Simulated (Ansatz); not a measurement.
One change: `[SbH2][O]C1=CC1` becomes `IC1=CC1`.

Ansatz, PBE0-D4/def2-TZVP geometries, multiplicity 1. Each molecule was computed in one conformer, which needn't be the lowest.

Elements past krypton have def2 core potentials.  Spin–orbit coupling is left out; it splits and shifts lone-pair levels of the heavy atoms by tenths of an eV.

```json
{"property": "HOMO energy (PBE0/def2-TZVPP) / eV", "`[SbH2][O]C1=CC1`": "-6.23"}
{"property": "size of the dipole moment (B3LYP/def2-TZVPP) / D", "`[SbH2][O]C1=CC1`": "2.25"}
{"property": "LUMO energy (B3LYP/def2-TZVPP) / eV", "`[SbH2][O]C1=CC1`": "-1.78"}
{"property": "HOMO energy (B3LYP/def2-TZVPP) / eV", "`[SbH2][O]C1=CC1`": "-6.02"}
{"property": "size of the dipole moment (PBE/def2-TZVPP) / D", "`[SbH2][O]C1=CC1`": "2.11"}
{"property": "HOMO–LUMO gap (PBE/def2-TZVPP) / eV", "`[SbH2][O]C1=CC1`": "2.75"}
```

Give the same properties after the change, and the shifts. (Estimate.)

The calculation gave: 
```tsv
property	`IC1=CC1`	shift
HOMO energy (PBE0/def2-TZVPP) / eV	-6.98	-0.75
size of the dipole moment (B3LYP/def2-TZVPP) / D	0.75	-1.50
LUMO energy (B3LYP/def2-TZVPP) / eV	-1.03	0.75
HOMO energy (B3LYP/def2-TZVPP) / eV	-6.76	-0.74
size of the dipole moment (PBE/def2-TZVPP) / D	0.73	-1.38
HOMO–LUMO gap (PBE/def2-TZVPP) / eV	4.21	1.46
```

With PBE0 the HOMO falls by 0.75 eV and the LUMO rises by 0.78 eV, so the gap widens by about 1.53 eV. PBE moves the HOMO by -0.79 eV and ωB97M-V by -0.66 eV. Dipoles are sizes alone; their direction can turn.

Positive LUMOs are unbound, so they and the gaps depend on the basis.

B3LYP here is the variant with VWN-RPA as its local correlation; programs differ in this.
